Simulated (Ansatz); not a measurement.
Cost and result for the atomization energy of H7NOSi2 (`O[SiH2]N[SiH3]`) (11 atoms, 10 bonds).

Cartesian coordinates in Å:
```
O -0.482 -1.974 1.015
Si 0.255 -0.523 1.253
N -0.208 0.701 0.137
Si 0.168 0.786 -1.548
H -1.438 -2.004 1.063
H 1.690 -0.846 1.105
H -0.066 0.023 2.600
H -0.796 1.432 0.510
H -1.025 0.568 -2.412
H 1.165 -0.279 -1.819
H 0.736 2.115 -1.903
```

Total charge 0; spin multiplicity 1. The structure was optimised at the PBE0-D4/def2-TZVP level. It is one conformer, not always the lowest. Program: Ansatz. All runs use 4 threads of a server CPU on a shared host. Times are those of one run each, without the atoms' runs, and a repeat can differ threefold. Electronic energies, without spin–orbit coupling; frozen cores. CCSD(T)/CBS adds CCSD(T) − MP2 in def2-TZVPP to the MP2 limit, and its time is that of the two runs behind it. T1 = 0.011. B3LYP takes the VWN-RPA correlation (the form of Gaussian; ORCA's B3LYP/G).

CCSD(T)/CBS is a level of theory with its own doubt, some kJ/mol a heavy atom from the limit and from the frozen cores, so smaller differences don't rank the functionals.

```
                             level  functions  wall time
   PBE-D4/def2-TZVPP (with forces)        244      2.6 s
                PBE0-D4/def2-TZVPP        244      2.7 s
r2SCAN-D4/def2-TZVPP (with forces)        244      3.9 s
 B3LYP-D4/def2-TZVPP (with forces)        244      4.1 s
                 B2PLYP/def2-TZVPP        244      4.8 s
                ωB97X-V/def2-TZVPP        244        6 s
  ωB97M-V/def2-TZVPP (with forces)        244        8 s
                    MP2/def2-QZVPP        464       18 s
                CCSD(T)/def2-TZVPP        244       53 s
                 CCSD(T)/CBS(def2)          –       71 s
```

Question: What atomization energy does each give, and how far from CCSD(T)/CBS? (Estimate.)

Answer: Ansatz gave: 
```json
{"level": "PBE-D4/def2-TZVPP (with forces)", "atomization (kcal/mol)": "880.7", "difference from CCSD(T)/CBS": "-7.7", "per bond": "-0.8"}
{"level": "PBE0-D4/def2-TZVPP", "atomization (kcal/mol)": "870.5", "difference from CCSD(T)/CBS": "-17.9", "per bond": "-1.8"}
{"level": "r2SCAN-D4/def2-TZVPP (with forces)", "atomization (kcal/mol)": "879.9", "difference from CCSD(T)/CBS": "-8.5", "per bond": "-0.8"}
{"level": "B3LYP-D4/def2-TZVPP (with forces)", "atomization (kcal/mol)": "884.5", "difference from CCSD(T)/CBS": "-3.9", "per bond": "-0.4"}
{"level": "B2PLYP/def2-TZVPP", "atomization (kcal/mol)": "874.3", "difference from CCSD(T)/CBS": "-14.1", "per bond": "-1.4"}
{"level": "ωB97X-V/def2-TZVPP", "atomization (kcal/mol)": "890.2", "difference from CCSD(T)/CBS": "1.8", "per bond": "0.2"}
{"level": "ωB97M-V/def2-TZVPP (with forces)", "atomization (kcal/mol)": "887.6", "difference from CCSD(T)/CBS": "-0.8", "per bond": "-0.1"}
{"level": "MP2/def2-QZVPP", "atomization (kcal/mol)": "883.7", "difference from CCSD(T)/CBS": "-4.7", "per bond": "-0.5"}
{"level": "CCSD(T)/def2-TZVPP", "atomization (kcal/mol)": "861.2", "difference from CCSD(T)/CBS": "-27.2", "per bond": "-2.7"}
{"level": "CCSD(T)/CBS(def2)", "atomization (kcal/mol)": "888.4", "difference from CCSD(T)/CBS": "0.0", "per bond": "0.0"}
```

In def2-TZVPP, CCSD(T) changes the Hartree–Fock value by +218.1 kcal/mol (the triples alone add +9.9 kcal/mol) and MP2 by +224.2 kcal/mol; breaking electron pairs costs correlation energy, which Hartree–Fock lacks. From PBE to PBE0 (25 % exact exchange), in def2-TZVPP and without D4, the atomization energy moves by −9.5 kcal/mol: exact exchange takes away binding that semilocal exchange gives to molecules. The D4 term adds +8.5 kcal/mol with B3LYP and +4.5 kcal/mol with PBE0; it sums over pairs of atoms, weighted by their polarisabilities, and B3LYP, whose exchange is more repulsive, gets the larger term.
